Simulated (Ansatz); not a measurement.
Ansatz (a program for electronic structure) input for BCl2, SMILES Cl[B]Cl (connectivity only; charge and spin as stated), charge +1, multiplicity 1, PBE/def2-TZVPD. Geometry: B3LYP-D3(BJ)/def2-TZVP. The multiplicity is an assumed one; other spin states were not compared. The isomer is the one that the SMILES or the coordinates give; other isomers of the formula were not compared.

Ansatz 0.2 input:
```yaml
crystal:
  periodic: [false, false, false]
  atoms:
    - {symbol: Cl, position_ang: [0.00000000, 0.00000000, 1.61347127]}
    - {symbol: B, position_ang: [0.00000000, 0.00000000, 0.00000000]}
    - {symbol: Cl, position_ang: [0.00000000, 0.00000000, -1.61347127]}
basis:
  gaussian:
    orbitals: def2-TZVPD
hamiltonian:
  xc: {name: PBE}
total_charge: 1
```

Program output:

```
WARN ansatz: RAYON_NUM_THREADS=1 ignored (pool sized by the plan → 1); use --threads N
Functional definition: PBE
integrals: 0.05 GiB planned
725 factors; their error is unknown
mean field: 0.34 GiB planned
mean field evaluation 1: about -25700.7248 eV, gradient 3.7e1 eV
mean field evaluation 2: about -25697.6430 eV, gradient 5.0e1 eV
mean field evaluation 4: about -25704.0611 eV, gradient 9.9e-1 eV
mean field evaluation 8: about -25704.0556 eV, gradient 1.3e-2 eV
mean field -25704.05561225 eV, -944.6066209155 hartree, gradient 5.8e-6 eV, S^2 0.000000; 0 other end points of the search recorded, 0 dependent functions left out
reference -25704.05565885 eV, -944.6066226279 hartree; 19, 19 occupied and 110, 110 virtual orbitals, 725 factors
Total energy: -25704.05565885 eV, -944.6066226279 hartree
```

The calculation finished and met its thresholds.

Cost: roughly 0.9 core-seconds.
